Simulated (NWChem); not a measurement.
# C2H4FNSi; SMILES N#CC[SiH2]F

```xyz
9

N      0.6921    -2.5337    -0.2522
C      0.0065    -1.6670     0.0938
C     -0.8350    -0.5580     0.4952
Si    -0.3685     1.0885    -0.3111
F      1.0689     1.5587     0.2739
H     -0.7974    -0.4365     1.5909
H     -1.8846    -0.7783     0.2326
H     -1.3893     2.0964     0.0815
H     -0.2632     0.9372    -1.7840
```
Atoms are numbered in this order, from 1.

Computed with NWChem. Coordinates come from a PBE0/def2-SVP optimisation.

Q: What does the run give for PBE0/cc-pVDZ? Quantities: highest occupied level (eV); orbital gap (eV); dipole (D).

A: 
| Item | Value |
|---|---|
| highest occupied level (eV) | -8.90 |
| orbital gap (eV) | 9.03 |
| dipole (D) | 4.19 |
